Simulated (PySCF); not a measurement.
## Worked example: entropy of an ideal gas

CH3OS, SMILES C[S]=O, multiplicity 2.

Geometry optimised at ωB97X-D3(BJ)/def2-TZVP. The isomer is the one that the SMILES or the coordinates give; other isomers of the formula were not compared.

ωB97X-D3(BJ)/def2-TZVP (PySCF) gives the harmonic wavenumbers 147, 347, 719, 899, 960, 1121, 1345, 1454, 1468, 3067, 3166, 3167 cm⁻¹ and the rotational temperatures 1.3256, 0.4096, 0.3265 K. The molar mass is 63.09 g/mol, the symmetry number 1, the spin multiplicity 2.

Q: Work out the entropy at 298.15 K and 1 atm in the rigid-rotor, harmonic-oscillator model.

A: 
Translation (Sackur–Tetrode at 1 atm): S = R[1.5 ln M + 2.5 ln T − 1.16487] = 160.4 J/(mol K).
Rotation: q = (√π/σ) T^1.5/√(θA θB θC) = 21700, S = R[ln q + 3/2] = 95.5 J/(mol K).
Vibration: with u = 1.4388 ν/T, each mode gives R[u/(e^u − 1) − ln(1 − e^−u)]:
| ν (cm⁻¹) | modes | u | S (J/(mol K)) |
|---|---|---|---|
| 147 | 1 | 0.71 | 11.34 |
| 347 | 1 | 1.67 | 4.94 |
| 719 | 1 | 3.47 | 1.19 |
| 899 | 1 | 4.34 | 0.59 |
| 960 | 1 | 4.63 | 0.46 |
| 1121 | 1 | 5.41 | 0.24 |
| 1345 | 1 | 6.49 | 0.09 |
| 1454 | 1 | 7.02 | 0.06 |
| 1468 | 1 | 7.08 | 0.06 |
The stiffer modes add less than 0.005 each. Sum 19.0 J/(mol K).
Spin: R ln 2 = 5.8 J/(mol K).
Total 280.6 J/(mol K); the program's own thermochemistry gives 280.6. Translation makes up 57 % and vibration 7 %. Anharmonicity, hindered rotation and orbital degeneracy are left out.
